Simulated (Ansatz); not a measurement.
Computed with Ansatz on PBE0-D4/def2-TZVP structures; ΔE is electronic, products minus reactants. CBS: MP2 limit from def2 TZ/QZ plus the TZ coupled-cluster correction, frozen cores. This one scheme is used for every species. Functionals use def2-TZVPP. B3LYP here is the variant with VWN-RPA as its local correlation; programs differ in this. For Ge outer-core shells are correlated without core-valence functions, which leaves a few kJ/mol of doubt a bond. Scalar relativity is left out up to krypton. Each species was taken in one conformer, which may not be the lowest.

`O[SiH](O)[NH][GeH3]` + H–F → `O[SiH](F)[NH][GeH3]` + H₂O  (ligand exchange at the Si–O bond)

| level | ΔE (kJ/mol) | difference from CCSD(T)/CBS |
| --- | --- | --- |
| PBE-D4 | -43.8 | 1.3 |
| r2SCAN-D4 | -46.8 | -1.7 |
| PBE0-D4 | -43.3 | 1.8 |
| B3LYP-D4 | -46.3 | -1.2 |
| ωB97X-V | -46.6 | -1.5 |
| ωB97M-V | -46.1 | -1.0 |
| B2PLYP | -47.8 | -2.7 |
| PBE | -46.2 | -1.1 |
| r2SCAN | -47.5 | -2.4 |
| PBE0 | -45.3 | -0.2 |
| B3LYP | -50.0 | -4.9 |
| HF/def2-TZVPP | -52.0 | -6.9 |
| MP2/def2-TZVPP | -42.7 | 2.4 |
| SCS-MP2/def2-TZVPP | -45.3 | -0.2 |
| CCSD/def2-TZVPP | -45.4 | -0.3 |
| CCSD(T)/def2-TZVPP | -44.3 | 0.8 |
| HF/def2-QZVPP | -53.4 | -8.3 |
| MP2/def2-QZVPP | -43.7 | 1.4 |
| SCS-MP2/def2-QZVPP | -46.2 | -1.1 |
| HF/CBS(def2) | -53.5 | -8.4 |
| MP2/CBS(def2) | -43.5 | 1.6 |
| CCSD/CBS(def2) | -46.3 | -1.2 |
| CCSD(T)/CBS | -45.1 | 0 |

Largest T1 diagnostic among the species: 0.012.

In def2-TZVPP, CCSD(T) changes the Hartree–Fock value by +7.7 kJ/mol (the triples alone add +1.2 kJ/mol) and MP2 by +9.2 kJ/mol. The D4 term adds +3.7 kJ/mol with B3LYP and +2.0 kJ/mol with PBE0; it sums over pairs of atoms, weighted by their polarisabilities, and B3LYP, whose exchange is more repulsive, gets the larger term.
